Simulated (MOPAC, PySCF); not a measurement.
BBr$_{2}$I, SMILES `BrB(Br)I`, neutral singlet in the gas phase. 

Z-matrix (Å, degrees):
```
B
Br 1 1.9069
Br 1 1.9070 2 119.80
I 1 2.1267 2 120.09 3 -180.00
```
Charge 0, multiplicity 1.

All levels are single points at this geometry (B3LYP-D3(BJ)/def2-TZVP); Pople sets use spherical d functions. Orbital energies aren't observables, and empty levels follow the basis.

| level | HOMO (eV) | LUMO (eV) | gap (eV) | dipole (D) | vertical IE, Delta-SCF (eV) |
|---|---|---|---|---|---|
| B3LYP-D3(BJ)/def2-TZVP in PySCF | -7.53 | -2.40 | 5.13 | 0.15 | 9.69 |
| B3LYP/6-31G* (LANL2DZ on I) in PySCF | -7.56 | -2.33 | 5.23 | 0.04 | 9.79 |
| B3LYP/LANL2DZ in PySCF | -7.64 | -2.47 | 5.18 | 0.19 | – |
| BP86/6-31G* (LANL2DZ on I) in PySCF | -6.76 | -3.09 | 3.67 | 0.03 | – |
| M06-2X/6-31G* (LANL2DZ on I) in PySCF | -8.84 | -1.55 | 7.29 | 0.13 | – |
| PM7 in MOPAC | -9.72 | -2.86 | 6.86 | 0.10 | – |
